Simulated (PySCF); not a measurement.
**Computed properties of H4P2, SMILES PP**

diphosphane (H₄P₂), SMILES PP. Geometry: TPSSh-D3(BJ)/def2-TZVP. One conformer was computed; it need not be the lowest. All values are computed for the isolated molecule unless a solvent is named; none is compared with measurement here.

**Structure.** The optimised structure has C2h symmetry. All 12 harmonic modes at TPSSh-D3(BJ)/def2-TZVP (PySCF) are real, so it is a minimum.

**Vibrations.** The strongest infrared lines (harmonic, unscaled, degenerate partners summed) lie at 2403 cm⁻¹ (98 km/mol, H 97 %), 2394 cm⁻¹ (74 km/mol, H 97 %), 1113 cm⁻¹ (21 km/mol, H 97 %). The softest mode is at 82 cm⁻¹ and the zero-point energy is 21.9 kcal/mol.

**Electronic structure.** PBE0/def2-TZVPD (PySCF) places the frontier levels at -6.91 and -0.41 eV, a gap of 6.50 eV, and gives a dipole moment of 0.00 D and a mean polarisability of 58.5 bohr³. PBE/def2-TZVPD (PySCF) at the same geometry gives -5.86 and -1.23 eV, so its gap is 1.87 eV narrower. An orbital gap is neither the optical nor the fundamental gap.

**Excitations.** TDA-CAM-B3LYP/def2-TZVPD (PySCF) has S1 at 5.63 eV (220 nm, f = 0.000, dark); the most intense of the 10 singlets computed lies at 5.67 eV (f = 0.26). T1 (TDA) is at 4.35 eV, 1.28 eV under S1. TDA-PBE/def2-TZVPD (PySCF) puts S1 at 5.17 eV. No vertical singlet excitation falls in the visible range (under 3.1 eV).

**NMR.** GIAO shifts at PBE0/pcSseg-2 (PySCF) (non-relativistic, atoms alike by connectivity averaged): ¹H at 2.6 ppm against TMS.

**Solvation.** SMD-B3LYP/def2-SVP (PySCF) gives 0.4 kcal/mol in water, 0.2 kcal/mol in n-hexane, 0.1 kcal/mol in benzene (1 M in both phases, gas-phase geometry); of these solvents benzene holds the molecule best.
